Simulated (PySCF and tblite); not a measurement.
Results of a calculation; reference values are marked as such.
System: 2,6-difluoroaniline, C6H5F2N, numbered as in [NH2:1][c:2]1[c:3]([F:4])[cH:5][cH:6][cH:7][c:8]1[F:9].

Level: PBE0/pcSseg-1 + D3(BJ), IEF-PCM chloroform on GFN2-xTB stationary points, with GFN2-xTB thermal terms. Rates follow Eyring's equation with the number of equivalent paths and no tunnelling. (PySCF 2.14 with density fitting, tblite 0.8.)

What barrier does the rotation about the C2–N1 bond (torsion C3–C2–N1–H from 165° to 345°, rising) meet, and how fast is it at 298 K?

The electronic barrier is 5.6 kcal/mol and ΔG‡(298 K) 5.4 kcal/mol, over a Cs saddle with an imaginary mode of 370i cm⁻¹ (GFN2-xTB). With 2 equivalent paths, k is 1.4×10⁹ s⁻¹, a mean lifetime of the start of 700 ps against this motion.
